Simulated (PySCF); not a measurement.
H5InSi, SMILES [SiH3][InH2]. Atoms are numbered in the order given.

```xyz
7

In    -0.3204    -0.5504     0.0668
H      0.1639    -1.6908     1.2714
H     -1.6869    -0.9496    -0.9106
Si     0.9645     1.6597    -0.2079
H      0.7268     2.5250     0.9821
H      0.5620     2.4325    -1.4134
H      2.4316     1.4176    -0.2896
```

Geometry optimised at r2SCAN-D4/def2-TZVP. The def2 effective core potentials stand for the cores of In; spin–orbit coupling is left out.

Method: TDDFT-ωB97X/def2-SVPD (PySCF).

Vertical excitations. 

Computed excitation energies, oscillator strengths and character:
| state | energy (eV) | λ (nm) | f | main pairs |
|---|---|---|---|---|
| S1 | 4.15 | 298 | 0.002 | HOMO→LUMO 98 % |
| S2 | 4.79 | 259 | 0.000 | HOMO−1→LUMO 98 % |
| S3 | 6.83 | 181 | 0.146 | HOMO→LUMO+3 53 %, HOMO→LUMO+2 35 % |
| S4 | 7.03 | 176 | 0.512 | HOMO→LUMO+2 46 %, HOMO→LUMO+3 27 %, HOMO→LUMO+4 8 %, HOMO→LUMO+1 8 % |
| S5 | 7.20 | 172 | 0.005 | HOMO→LUMO+1 69 % |
| S6 | 7.49 | 166 | 0.030 | HOMO−3→LUMO 51 %, HOMO→LUMO+5 25 %, HOMO→LUMO+4 10 % |
| S7 | 7.58 | 164 | 0.039 | HOMO−3→LUMO 39 %, HOMO→LUMO+5 29 %, HOMO→LUMO+4 18 % |
| S8 | 7.68 | 162 | 0.233 | HOMO−1→LUMO+1 40 %, HOMO−1→LUMO+2 33 %, HOMO−2→LUMO 16 % |
| S9 | 7.70 | 161 | 0.165 | HOMO−2→LUMO 64 %, HOMO−1→LUMO+1 13 % |
| S10 | 7.96 | 156 | 0.230 | HOMO→LUMO+4 30 %, HOMO→LUMO+5 22 %, HOMO→LUMO+1 8 %, HOMO−1→LUMO+4 7 % |
| T1 | 3.71 | 334 | 0 | HOMO→LUMO 96 % |
| T2 | 4.52 | 274 | 0 | HOMO−1→LUMO 96 % |
| T3 | 5.85 | 212 | 0 | HOMO→LUMO+2 74 % |
| T4 | 6.11 | 203 | 0 | HOMO→LUMO+3 68 % |
Triplets are in the Tamm–Dancoff approximation, which puts them higher than full response would, so one can lie above its singlet here.
